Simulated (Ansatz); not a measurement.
The inner images of a band of C$_{2}$H$_{3}$BF$_{2}$Ge (9 atoms, charge 0, multiplicity 1) are given out of order.

Theory: Ansatz, RKS PBE/def2-SVP.

First end point:

```xyz
9
Properties=species:S:1:pos:R:3
F -2.062 -0.835 1.727
Ge -0.657 -1.349 0.780
B 0.146 0.271 -0.166
C 1.200 0.845 -1.086
C 0.287 1.692 -0.559
F -0.033 2.969 -0.571
H 0.321 -1.989 1.805
H -1.192 -2.424 -0.206
H 2.079 0.775 -1.743
```

Last end point:

```xyz
9
Properties=species:S:1:pos:R:3
F -1.764 -0.216 1.385
Ge -0.432 -1.012 0.541
B 0.820 0.213 -0.664
C 1.213 1.659 -1.255
C 0.166 1.614 -0.455
F -0.839 2.109 0.203
H 0.468 -1.635 1.642
H -1.081 -2.064 -0.399
H 1.537 -0.716 -1.016
```

Put them in order from the first end to the last, with their energies above the first end.
A.
```xyz
9
Properties=species:S:1:pos:R:3
F -1.816 -0.392 1.476
Ge -0.493 -1.200 0.632
B 0.552 0.195 -0.461
C 1.370 1.522 -1.363
C 0.297 1.655 -0.566
F -0.565 2.517 -0.080
H 0.400 -1.832 1.730
H -1.151 -2.255 -0.294
H 1.493 -0.257 -1.091
```
B.
```xyz
9
Properties=species:S:1:pos:R:3
F -1.824 -0.428 1.468
Ge -0.497 -1.278 0.660
B 0.418 0.198 -0.357
C 1.367 1.300 -1.314
C 0.270 1.604 -0.552
F -0.433 2.666 -0.247
H 0.386 -1.863 1.783
H -1.154 -2.325 -0.265
H 1.555 0.080 -1.191
```
C.
```xyz
9
Properties=species:S:1:pos:R:3
F -1.840 -0.471 1.534
Ge -0.524 -1.302 0.687
B 0.294 0.234 -0.278
C 1.250 1.098 -1.206
C 0.224 1.635 -0.513
F -0.332 2.807 -0.319
H 0.388 -1.909 1.779
H -1.186 -2.346 -0.241
H 1.813 0.209 -1.461
```
D.
```xyz
9
Properties=species:S:1:pos:R:3
F -1.804 -0.341 1.455
Ge -0.468 -1.101 0.588
B 0.689 0.218 -0.571
C 1.303 1.610 -1.325
C 0.250 1.692 -0.531
F -0.700 2.354 0.067
H 0.434 -1.753 1.674
H -1.111 -2.169 -0.340
H 1.494 -0.557 -1.034
```
E.
```xyz
9
Properties=species:S:1:pos:R:3
F -1.916 -0.569 1.602
Ge -0.575 -1.332 0.733
B 0.202 0.238 -0.207
C 1.186 0.903 -1.109
C 0.229 1.662 -0.524
F -0.243 2.884 -0.411
H 0.371 -1.949 1.793
H -1.186 -2.389 -0.222
H 2.021 0.505 -1.673
```

E (+0.33 eV), C (+1.48 eV), B (+2.09 eV), A (+2.50 eV), D (+2.36 eV).

Time of the run: 2.5 min on 2 threads of AMD EPYC 7B13 (Zen 3) (shared host), peak memory 0.18 GiB.
